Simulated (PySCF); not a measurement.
**Telling isomers of C₅H₆N₃P apart by NMR**

PySCF 2.14 calculation with GFN2-xTB geometry and PBE0/pcSseg-1 with gauge-including orbitals; averaged over atoms made equivalent by symmetry, fast rotation or ring inversion, non-relativistic, one computed conformer, no solvent.

Referencing at the same level of theory: TMS for 1H (σ = 31.72 ppm) and 13C (σ = 186.93 ppm). Splittings of carbon signals by F and P are missing where no couplings were computed. Where no couplings were computed, multiplicities follow the n + 1 count of equivalent neighbours, and m marks all less simple cases (inequivalent or close neighbours, rings, F or P nearby). Shifts are as computed. Against solution values, carbons near 30 ppm lie about +3 ppm off and those near 130 ppm about +5 ppm. Of 1211 compounds with measured shifts, 218 miss one by over three times the rms of a fit or turn the order of signals round; such compounds aren't used in these exercises.

(1) Tabulate the signals of `CCn1cpc(C#N)n1`, `CCn1ncpc1C#N` and their relative energies.

(2) What is the quickest way to tell CCn1cpc(C#N)n1 from CCn1ncpc1C#N?

## Answers

(1) 
```json
{"SMILES": "CCn1cpc(C#N)n1", "carbon types": "2×C 1×CH 1×CH2 1×CH3", "δC": "164.5, 155.1, 120.5, 54.0, 20.4", "δH": "8.71 (m, 1H), 4.49 (q, 2H), 1.51 (t, 3H)", "E rel. (kcal/mol)": "0.0"}
{"SMILES": "CCn1ncpc1C#N", "carbon types": "2×C 1×CH 1×CH2 1×CH3", "δC": "168.2, 146.8, 118.7, 52.4, 18.9", "δH": "8.88 (m, 1H), 4.75 (q, 2H), 1.61 (t, 3H)", "E rel. (kcal/mol)": "0.1"}
```

Energies are electronic energies at PBE0/pcSseg-1 on these geometries, without zero-point or thermal terms, each for the one conformer computed, which needn't be the lowest.

(2) Both give the same number of carbon signals, with the same numbers of each carbon type, so the positions decide. The first has a substituted aromatic carbon next to a ring nitrogen (C) at 155.1 ppm, the second a substituted aromatic carbon next to a ring nitrogen (C) at 146.8 ppm. Their most deshielded carbons lie at 164.5 and 168.2 ppm.
